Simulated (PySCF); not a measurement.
C₂H₇NbO₂, SMILES [CH3][Nb]([CH3])([OH])=[O], multiplicity 1. Geometry: B3LYP-D3(BJ)/def2-SVP. The spin state was assumed, not searched. The def2 effective core potentials stand for the cores of Nb; spin–orbit coupling is left out. Other conformers were not sampled.

Computed equilibrium geometry at B3LYP-D3(BJ)/def2-SVP (PySCF confirms it by a frequency run) as bond lengths and angles, and its point group (one conformer of several):
point group Cs.
Atoms: Nb1 O2 O3 H4 C5 H6 H7 H8 C9 H10 H11 H12. Bonded distances (Å): Nb1–O2 1.706, Nb1–O3 1.899, Nb1–C5 2.165, Nb1–C9 2.165, O3–H4 0.965, C5–H6 1.106, C5–H7 1.105, C5–H8 1.103, C9–H10 1.103, C9–H11 1.105, C9–H12 1.106. Bond angles (°): O2–Nb1–O3 112.5, O2–Nb1–C5 106.4, O2–Nb1–C9 106.4, O3–Nb1–C5 111.2, O3–Nb1–C9 111.2, C5–Nb1–C9 109.0, Nb1–O3–H4 134.0, Nb1–C5–H6 108.5, Nb1–C5–H7 110.7, Nb1–C5–H8 112.6, H6–C5–H7 108.7, H6–C5–H8 107.5, H7–C5–H8 108.6, Nb1–C9–H10 112.6, Nb1–C9–H11 110.7, Nb1–C9–H12 108.5, H10–C9–H11 108.6, H10–C9–H12 107.5, H11–C9–H12 108.7.
